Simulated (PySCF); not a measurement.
W²⁺: excitation energy

W²⁺ [Xe] 4f14 5d4 (5D) → W²⁺ [Xe] 4f14 5d3 6s1 (5F), as a difference of total energies. Computed with PySCF 2.14 in def2-QZVPPD with the def2 core potential (60 electrons) (7s6p4d3f2g, 84 functions), with a scalar-relativistic core potential. Correlated levels: valence: 5s2 5p6 frozen. The calculations carry no spin-orbit coupling.

| method | excitation energy (eV) |
| --- | --- |
| UHF | 1.259 |
| MP2 (valence) | 1.385 |
| SCS-MP2 (valence) | 1.301 |
| CCSD (valence) | 1.377 |
| CCSD(T) (valence) | 1.378 |

**Question.** How much does correlation contribute at CCSD(T) (valence)?

**Answer.** 1.378 − (1.259) = 0.119 eV, measured against UHF.
